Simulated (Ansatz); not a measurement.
System: H₆Te, net charge 0, singlet state. 
Structure (B3LYP-D3(BJ)/def2-TZVP (Ansatz, a program for electronic structure) minimum search):
```xyz
7

Te     0.0000     0.0000     0.0000
H      1.7384     0.0136     0.0182
H     -1.7384    -0.0136    -0.0182
H     -0.0135     1.7385    -0.0051
H      0.0135    -1.7385     0.0051
H     -0.0182     0.0050     1.7384
H      0.0182    -0.0050    -1.7384
```
Charge 0, spin multiplicity 1.

Computed values are from Ansatz. Valence correlation only, unless marked. Open shells are spin-unrestricted. No spin-orbit coupling. Frozen are the shells of the preceding noble gas and the d and f shells that filled before the atom's block. Past Kr the def2 sets carry scalar-relativistic core potentials. CBS(X,Y): correlation extrapolated as X^-3; Hartree-Fock from the larger set.

The atomisation energy De comes out as 1097.6 kJ/mol at CCSD(T)/CBS(def2-TZVPP,def2-QZVPP) and the total energy comes out as -270.5487 Eh at CCSD(T)/CBS(def2-TZVPP,def2-QZVPP). The dipole moment is 0.00 D at CCSD(T)/def2-SVPD and the T1 diagnostic comes out as 0.011 at CCSD/def2-QZVPP.
